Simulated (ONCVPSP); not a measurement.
## iodine (I), ONCV: configuration errors across variants

| Quantity | Value |
| --- | --- |
| Element | iodine (I) |
| Generator | ONCVPSP 4.0.1 |
| Type | optimised norm-conserving Vanderbilt (ONCV) |
| Functional | PBE |
| Relativity | scalar-relativistic |
| Frozen core | [Ar] 3d10 |
| Valence charge | 25 |
| Reference configuration | 4s2 4p6 4d10 5s2 5p4 (charge +1) |
| Partial waves | 4s+5s: rc 1.10 bohr, ncon 4, nbas 8, qcut 12.7 1/bohr, 2 projectors; 4p+5p: rc 1.15 bohr, ncon 3, nbas 8, qcut 11.4 1/bohr, 2 projectors; 4d: rc 1.40 bohr, ncon 3, nbas 7, qcut 10.8 1/bohr, 2 projectors, debl 2.5 Ha |
| Local potential | polynomial inside 1.00 bohr (lpopt 5, dvloc0 0 Ha) |
| Core correction | Teter function, fcfact 3.75, rcfact 1.2 |

All-electron excitation energies from the reference (eV): (1) 4s2 4p6 4d10 5s2 5p5 -11.131; (2) 4s2 4p6 4d10 5s2 5p3 19.847; (3) 4s2 4p6 4d10 5s2 5p2 49.175; (4) 4s2 4p6 4d10 5s1 5p6 -0.717.

2 further variants failed, have other tests or too few solved ones, and are left out.

A true bound ghost makes a file unfit for plane-wave use even where its test errors are small: the radial tests pick states by their node count and pass the ghost by.

Errors AE − PS in meV (a dash: test not solved or not reliable):

```tsv
change	(1)	(2)	(3)	(4)	bound ghosts	GHOST(+) flags above zero
base	+2.2	-4.6	-12	+1.7	none	s, d
p: qcut 14.4	+2.2	-4.5	-12	+1.8	none	s, d
s: nbas 7	+2.2	-4.6	-12	+1.7	none	s, d
local potential polynomial inside 1.00 bohr (lpopt 5, dvloc0 2.5 Ha)	+2.4	-4.3	-11	+57	s	none
d: nproj 3	+2.2	-4.6	-12	+1.7	none	s
core correction Teter function, fcfact 3, rcfact 1.2	+2.2	-4.6	-12	+1.7	none	s, d
```

Task: Give the same row for: p: ncon 4, nbas 9.

Result: +2.3, -4.6, -12, +1.8; bound ghosts: none; GHOST(+) flags above zero: s, d.
